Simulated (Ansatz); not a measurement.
Isolated molecules relaxed with PBE0-D4/def2-TZVP in Ansatz; ΔE leaves out vibrations. CBS: MP2 limit from def2 TZ/QZ plus the TZ coupled-cluster correction, frozen cores. DFT in def2-TZVPP. Each species was taken in one conformer, which may not be the lowest.

Consider the formal exchange of groups at the Si–Si bond: `O[SiH](O)[SiH2]Cl` + `[AlH2][NH][SiH3]` → `[SiH3][NH][AlH][SiH2]Cl` + `O[SiH2]O`.

| level | ΔE (kcal/mol) | difference from CCSD(T)/CBS |
| --- | --- | --- |
| PBE0-D4 | -4.5 | 0.2 |
| ωB97M-V | -4.1 | 0.6 |
| PBE0 | -4.3 | 0.4 |
| HF/def2-TZVPP | -3.6 | 1.1 |
| MP2/def2-TZVPP | -4.9 | -0.2 |
| SCS-MP2/def2-TZVPP | -4.7 | 0.0 |
| CCSD/def2-TZVPP | -4.8 | -0.1 |
| CCSD(T)/def2-TZVPP | -5.0 | -0.3 |
| HF/CBS(def2) | -3.4 | 1.3 |
| CCSD/CBS(def2) | -4.5 | 0.2 |
| CCSD(T)/CBS | -4.7 | 0 |

Largest T1 diagnostic among the species: 0.012.

In def2-TZVPP, CCSD(T) changes the Hartree–Fock value by −1.4 kcal/mol (the triples alone add −0.2 kcal/mol) and MP2 by −1.3 kcal/mol.
